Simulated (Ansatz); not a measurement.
Molecule: sum formula SiOF₃, charge 0, multiplicity 2. It need not be the lowest isomer of its formula. SMILES: [O][Si](F)(F)F
Geometry from a B3LYP-D3(BJ)/def2-TZVP (Ansatz, a quantum-chemistry and plane-wave program) optimisation:
```
Si
F 1 1.5703
F 1 1.5707 2 110.36
F 1 1.5707 2 110.36 3 118.49
O 1 1.6536 2 105.57 3 -120.75
```
Charge 0, spin multiplicity 2.

Wanted: atomisation energy (electronic, to ground-state atoms), in kcal/mol. Valence correlation only, unless marked. Open shells are spin-unrestricted. Spin-orbit coupling is left out. Non-relativistic. The coupled-cluster limit lacks core correlation, which all-electron functionals hold. CBS marks a two-point X^-3 extrapolation of the correlation energy; Hartree-Fock from the larger set (for Q and 5 zeta extrapolated as (X+1)exp(-9√X)).

```tsv
level	program	atomisation energy (kcal/mol)
HF/cc-pV(5+d)Z	Ansatz	385.3
PBE0-D3(BJ)/def2-TZVP	Ansatz + dftd3	509.6
CAM-B3LYP/def2-TZVPD	Ansatz	519.5
B2GP-PLYP/def2-TZVPD	Ansatz	514.3
MP2/cc-pV(5+d)Z	Ansatz	550.0
MP2/CBS(cc-pV(T+d)Z,cc-pV(Q+d)Z)	Ansatz	552.4
RI-MP2/cc-pV(T+d)Z	Ansatz	532.1
SCS-MP2/6-31G*	Ansatz	492.1
CCSD/cc-pwCVTZ	Ansatz	498.4
CCSD(T)/CBS(cc-pV(Q+d)Z,cc-pV(5+d)Z)	Ansatz	526.8
```
